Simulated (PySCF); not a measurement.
C$_{4}$H$_{9}$Cl$_{3}$Sn, triplet, at the geometry of the source list (a higher spin typed on purpose: for a closed-shell molecule this is an excited state) (core potentials on Sn). Base run: DF-PBE0/def2-SVP in PySCF.

Here is a job for PySCF.
```python
from pyscf import gto, scf, dft

mol = gto.Mole()
mol.atom = '''
    C    -2.55570000    0.21460000    0.05930000
    C    -1.07930000    0.34140000   -0.29060000
    C    -0.31020000   -0.93140000    0.04990000
    C     1.08890000   -0.96070000   -0.48800000
    Sn    2.46520000    0.66390000    0.34860000
    Cl    2.88530000    2.37870000   -1.19710000
    Cl    1.72010000    1.73630000    2.30180000
    Cl    4.57080000   -0.20270000    0.90680000
    H    -3.03530000   -0.54530000   -0.55730000
    H    -3.06480000    1.16040000   -0.09950000
    H    -2.67630000   -0.06830000    1.10360000
    H    -0.64780000    1.17620000    0.26630000
    H    -0.97110000    0.56080000   -1.35220000
    H    -0.30980000   -1.08030000    1.13240000
    H    -0.83350000   -1.78830000   -0.39220000
    H     1.62230000   -1.87260000   -0.23250000
    H     1.13130000   -0.78260000   -1.55940000
'''
mol.basis = 'def2-svp'
mol.ecp = {'Sn': 'def2-svp'}
mol.spin = 2
mol.verbose = 4
mol.build()

mf = dft.UKS(mol)
mf.xc = 'pbe0'
mf = mf.density_fit(auxbasis='def2-universal-jkfit')
mf.kernel()
mf.analyze()
```

Each row names what was changed in the base input (with any setting that the change needs).

```csv
change,ΔE vs base (µEh),grid points,electrons on the grid,outcome
base,0.0,223344,106.00003,converged
grids.becke_scheme = stratmann,-2.0,223344,106.00003,converged
grids.prune = off,0.7,371896,106.00002,converged
"grids.atom_grid = (75, 302)",-4.5,244256,106.00005,converged
grids.prune = dft.gen_grid.sg1_prune,-,-,-,input refused
grids.radi_method = gauss_chebyshev,-0.5,217680,106.00003,converged
grids.radi_method = mura_knowles,0.0,210304,106.00003,converged
grids.level = 4,2.9,374008,106.00000,converged
grids.radi_method = delley,0.2,236040,106.00003,converged
grids.level = 5,2.7,559920,106.00000,converged
```

Open shells are given as the SCF converged; they aren't shown to be the lowest states, and a large step between rows can be another state.

- grids.prune = dft.gen_grid.sg1_prune: ended with `IndexError: index 50 is out of bounds for axis 0 with size 19`
